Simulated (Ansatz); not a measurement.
Cost and result for the atomization energy of C$_{3}$H$_{8}$Si, SMILES `CC(C)[SiH]` (12 atoms, 11 bonds).

```xyz
12

C     1.0112   -0.9959   -0.1399
C    -0.3923   -0.4400   -0.2481
C    -0.7247    0.6462    0.7797
Si   -0.8724    0.8920   -1.5146
H     1.2275   -1.6820   -0.9622
H     1.7494   -0.1906   -0.1822
H     1.1632   -1.5483    0.7944
H    -1.1363   -1.2368   -0.2069
H     0.1616    0.9934    1.3084
H    -1.1518    1.5962    0.3018
H    -1.5169    0.3709    1.4757
H     0.4814    1.5948   -1.4059
```

Total charge 0; spin multiplicity 1. All single points use the PBE0-D4/def2-TZVP geometry. Program: Ansatz. All runs use 2 threads of a server CPU on a shared host. Times are those of one run each, without the atoms' runs, and a repeat can differ threefold. Electronic energies, without spin–orbit coupling; frozen cores. CCSD(T)/CBS adds CCSD(T) − MP2 in def2-TZVPP to the MP2 limit, and its time is that of the two runs behind it. T1 = 0.012.

CCSD(T)/CBS is a level of theory with its own doubt, some kJ/mol a heavy atom from the limit and from the frozen cores, so smaller differences don't rank the functionals.

```tsv
level	functions	wall time	atomization (kJ/mol)	difference from CCSD(T)/CBS	per bond
LDA (SPW92)/def2-TZVPP	247	2.2 s	4946.8	579.4	52.7
revPBE-D4/def2-TZVPP	247	3.5 s	4354.7	-12.7	-1.1
CAM-B3LYP-D4/def2-TZVPP	247	5.5 s	4383.4	16.0	1.5
CCSD(T)/def2-SVP	100	5.5 s	4177.3	-190.1	-17.3
r2SCANh-D4/def2-TZVPP	247	8 s	4358.7	-8.7	-0.8
r2SCAN-D4/def2-TZVPP (with forces)	247	8 s	4373.4	6.0	0.5
PBE-QIDH/def2-TZVPP	247	9.5 s	4356.1	-11.3	-1.0
ωB97X-V/def2-TZVPP	247	13 s	4377.9	10.5	1.0
B97M-V/def2-TZVPP	247	16 s	4388.0	20.6	1.9
ωB97M-V/def2-TZVPP (with forces)	247	20 s	4389.6	22.2	2.0
MP2/def2-QZVPP	481	51 s	4349.5	-17.9	-1.6
CCSD(T)/def2-TZVPP	247	10 min	4272.9	-94.5	-8.6
CCSD(T)/CBS(def2)	–	11 min	4367.4	0.0	0.0
```

At CCSD(T), def2-SVP lies −190.0 kJ/mol from the extrapolated value and def2-TZVPP −94.5 kJ/mol: correlation converges slowly with the basis, and small sets miss more of it in the bonded molecule than in its fragments. The D4 term adds +39.3 kJ/mol with B3LYP and +20.4 kJ/mol with PBE0; it sums over pairs of atoms, weighted by their polarisabilities, and B3LYP, whose exchange is more repulsive, gets the larger term. From PBE to PBE0 (25 % exact exchange), in def2-TZVPP and without D4, the atomization energy moves by −41.7 kJ/mol: exact exchange takes away binding that semilocal exchange gives to molecules.

B3LYP here is the variant with VWN-RPA as its local correlation; programs differ in this.
